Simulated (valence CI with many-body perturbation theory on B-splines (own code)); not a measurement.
E1 line list for Pt29+

Level of theory: valence CI with perturbative core correlation (CI+MBPT): three valence electrons over a frozen Dirac-Fock core [Kr] 4d10, radial functions for each j: 8 s, 8 p, 9 d, 9 f, 6 g, 3 h, 2 i, with the one-electron correlation potential Σ1 (screened to all orders), the two-electron term Σ2, the three-electron term Σ3, Breit, model QED; selected single and double excitations, second order for the rest (own B-spline code, finite nucleus).

The last digits are not significant, and no measured levels were compared; by estimate large intervals hold to a few tenths of a per cent, small ones and those within an open d or f shell to about a per cent. Core correlation moves these levels by up to 51000 cm⁻¹, and in measured spectra 5 to 20 % of such shifts remained as error; rates that hang on mixing are uncertain with them. The list stops below the first excitations out of the core.

Lines 51 to 100 of 175 in falling wavelength, among levels below 1450700 cm⁻¹, chosen from the strongest by gf and those to the six lowest levels. Wavelengths and rates use the calculated energies. Electric multipoles are in the length gauge, E1 and E2 with the static RPA response of the core. Weak lines are less certain than strong ones. Lines between different terms over intervals too small for the method are left out, as are lines whose strength nearly cancels. The highest levels of a list are the least certain.

Levels are named by their leading jj configuration (3d3/2^4 stands for four electrons in 3d with j = 3/2), which in mixed levels can hold well under half, so a name can repeat and another be missing. Letters in brackets count levels of one name in rising energy.

| λ vac (Å) | Upper | Lower | A (s⁻¹) | log gf | Branch % |
| --- | --- | --- | --- | --- | --- |
| 79.71 | (4f5/2 4f7/2 5s) J=5/2 [a] | (4f5/2 4f7/2^2) J=3/2 [b] | 3.94e+04 | -6.65 | 2.8 |
| 79.49 | (4f5/2 4f7/2 5s) J=7/2 [b] | (4f5/2 4f7/2^2) J=7/2 [b] | 8.68e+04 | -6.18 | 5.6 |
| 79.49 | (4f7/2^2 5s) J=7/2 | (4f5/2 4f7/2^2) J=7/2 [c] | 2.40e+05 | -5.74 | 13.8 |
| 79.28 | (4f5/2 4f7/2 5s) J=3/2 [a] | (4f7/2^3) J=3/2 | 1.04e+05 | -6.41 | 6.1 |
| 79.22 | (4f5/2^2 5s) J=5/2 | (4f5/2^2 4f7/2) J=5/2 [b] | 1.09e+05 | -6.21 | 10.2 |
| 79.14 | (4f5/2^2 5s) J=3/2 | (4f5/2^2 4f7/2) J=3/2 [b] | 6.66e+04 | -6.60 | 6.7 |
| 79.10 | (4f5/2^2 5s) J=9/2 | (4f5/2^2 4f7/2) J=7/2 [b] | 7.31e+04 | -6.16 | 12.5 |
| 79.05 | (4f5/2 4f7/2 5s) J=11/2 [a] | (4f5/2^2 4f7/2) J=11/2 [b] | 2.25e+04 | -6.60 | 4.0 |
| 78.95 | (4f5/2 4f7/2 5s) J=11/2 [b] | (4f7/2^3) J=9/2 | 4.36e+04 | -6.31 | 2.5 |
| 78.90 | (4f5/2 4f7/2 5s) J=7/2 [b] | (4f5/2 4f7/2^2) J=9/2 [c] | 9.14e+04 | -6.17 | 5.9 |
| 78.88 | (4f5/2 4f7/2 5s) J=7/2 [a] | (4f5/2 4f7/2^2) J=5/2 [a] | 1.28e+04 | -7.02 | 1.0 |
| 78.84 | (4f5/2 4f7/2 5s) J=9/2 [a] | (4f5/2^2 4f7/2) J=11/2 [b] | 1.31e+05 | -5.91 | 13.2 |
| 78.63 | (4f5/2^2 5s) J=7/2 | (4f5/2^2 4f7/2) J=7/2 [a] | 1.20e+04 | -7.05 | 3.6 |
| 78.58 | (4f5/2 4f7/2 5s) J=5/2 [b] | (4f5/2 4f7/2^2) J=5/2 [b] | 2.39e+04 | -6.88 | 1.1 |
| 78.58 | (4f5/2^2 5s) J=7/2 | (4f5/2^2 4f7/2) J=5/2 [a] | 8.31e+04 | -6.21 | 24.9 |
| 78.44 | (4f5/2 4f7/2 5s) J=3/2 [a] | (4f5/2 4f7/2^2) J=5/2 [b] | 2.36e+04 | -7.06 | 1.4 |
| 78.39 | (4f5/2 4f7/2 5s) J=7/2 [b] | (4f5/2 4f7/2^2) J=5/2 [a] | 2.99e+04 | -6.66 | 1.9 |
| 78.34 | (4f7/2^2 5s) J=13/2 | (4f5/2 4f7/2^2) J=11/2 [b] | 5.33e+04 | -6.16 | 12.2 |
| 78.26 | (4f5/2^2 5s) J=9/2 | (4f5/2^2 4f7/2) J=7/2 [a] | 1.42e+05 | -5.89 | 24.3 |
| 78.24 | (4f5/2 4f7/2 5s) J=9/2 [a] | (4f5/2 4f7/2^2) J=7/2 [a] | 1.72e+05 | -5.80 | 17.3 |
| 78.08 | (4f5/2 4f7/2 5s) J=5/2 [a] | (4f5/2 4f7/2^2) J=3/2 [a] | 3.43e+04 | -6.73 | 2.4 |
| 77.95 | (4f5/2^2 5s) J=7/2 | (4f5/2^3) J=5/2 | 8.39e+04 | -6.21 | 25.1 |
| 77.85 | (4f5/2 4f7/2 5s) J=11/2 [b] | (4f5/2 4f7/2^2) J=9/2 [c] | 1.23e+05 | -5.87 | 7.1 |
| 77.82 | (4f5/2^2 5s) J=5/2 | (4f5/2^2 4f7/2) J=7/2 [b] | 9.84e+04 | -6.27 | 9.2 |
| 77.80 | (4f5/2^2 5s) J=7/2 | (4f5/2^2 4f7/2) J=9/2 | 3.77e+03 | -7.56 | 1.1 |
| 77.76 | (4f5/2 4f7/2 5s) J=7/2 [a] | (4f5/2 4f7/2^2) J=9/2 [b] | 1.04e+05 | -6.12 | 8.3 |
| 77.74 | (4f5/2 4f7/2 5s) J=11/2 [b] | (4f5/2 4f7/2^2) J=11/2 [b] | 9.23e+03 | -7.00 | 0.5 |
| 77.67 | (4f5/2 4f7/2 5s) J=7/2 [a] | (4f5/2^2 4f7/2) J=5/2 [b] | 2.66e+05 | -5.72 | 21.4 |
| 77.66 | (4f5/2 4f7/2 5s) J=3/2 [a] | (4f5/2 4f7/2^2) J=3/2 [b] | 1.12e+05 | -6.39 | 6.6 |
| 77.60 | (4f5/2 4f7/2 5s) J=9/2 [b] | (4f5/2 4f7/2^2) J=9/2 [b] | 9.99e+03 | -7.04 | 0.8 |
| 77.56 | (4f5/2 4f7/2 5s) J=9/2 [b] | (4f5/2 4f7/2^2) J=7/2 [a] | 1.34e+05 | -5.92 | 11.0 |
| 77.53 | (4f5/2^2 5s) J=1/2 | (4f5/2 4f7/2^2) J=1/2 | 1.25e+05 | -6.65 | 5.2 |
| 77.43 | (4f5/2^2 5s) J=9/2 | (4f5/2^2 4f7/2) J=9/2 | 3.83e+04 | -6.46 | 6.6 |
| 77.39 | (4f7/2^2 5s) J=13/2 | (4f5/2^2 4f7/2) J=11/2 [b] | 6.47e+04 | -6.09 | 14.8 |
| 77.38 | (4f7/2^2 5s) J=7/2 | (4f7/2^3) J=9/2 | 1.37e+04 | -7.01 | 0.8 |
| 77.31 | (4f5/2 4f7/2 5s) J=5/2 [a] | (4f5/2 4f7/2^2) J=7/2 [a] | 1.34e+04 | -7.14 | 1.0 |
| 77.26 | (4f5/2 4f7/2 5s) J=5/2 [a] | (4f5/2^2 4f7/2) J=5/2 [b] | 4.84e+04 | -6.58 | 3.5 |
| 77.26 | (4f5/2^2 5s) J=3/2 | (4f5/2^2 4f7/2) J=5/2 [a] | 7.66e+04 | -6.56 | 7.8 |
| 77.25 | (4f7/2^2 5s) J=9/2 | (4f5/2 4f7/2^2) J=7/2 [b] | 1.24e+05 | -5.96 | 10.4 |
| 77.25 | (4f5/2^2 5s) J=3/2 | (4f5/2^2 4f7/2) J=3/2 [a] | 6.98e+04 | -6.60 | 7.1 |
| 77.24 | (4f5/2 4f7/2 5s) J=7/2 [b] | (4f5/2 4f7/2^2) J=7/2 [a] | 2.53e+04 | -6.74 | 1.6 |
| 77.16 | (4f5/2 4f7/2 5s) J=3/2 [a] | (4f5/2 4f7/2^2) J=1/2 | 3.43e+04 | -6.91 | 2.0 |
| 76.90 | (4f5/2 4f7/2 5s) J=5/2 [a] | (4f5/2^2 4f7/2) J=3/2 [b] | 8.44e+04 | -6.35 | 6.0 |
| 76.88 | (4f7/2^2 5s) J=7/2 | (4f5/2 4f7/2^2) J=7/2 [b] | 1.39e+04 | -7.01 | 0.8 |
| 76.83 | (4f5/2 4f7/2 5s) J=9/2 [a] | (4f5/2^2 4f7/2) J=7/2 [b] | 5.54e+04 | -6.31 | 5.6 |
| 76.80 | (4f5/2 4f7/2 5s) J=11/2 [b] | (4f5/2^2 4f7/2) J=11/2 [b] | 2.14e+05 | -5.64 | 12.4 |
| 76.78 | (4f5/2 4f7/2 5s) J=9/2 [b] | (4f5/2 4f7/2^2) J=9/2 [a] | 2.62e+05 | -5.64 | 21.5 |
| 76.69 | (4f7/2^2 5s) J=9/2 | (4f5/2 4f7/2^2) J=9/2 [c] | 9.79e+04 | -6.06 | 8.2 |
| 76.65 | (4f5/2^2 5s) J=3/2 | (4f5/2^3) J=5/2 | 3.34e+05 | -5.93 | 33.8 |
| 76.61 | (4f5/2 4f7/2 5s) J=5/2 [b] | (4f5/2 4f7/2^2) J=5/2 [a] | 6.89e+04 | -6.44 | 3.1 |

How does gf follow from A for the line at 78.39 Å?

gf = 1.4992 × (2J+1)_upper × A / σ², with σ = 1275658 cm⁻¹ and 2J+1 = 8: gf = 2.20e-07.
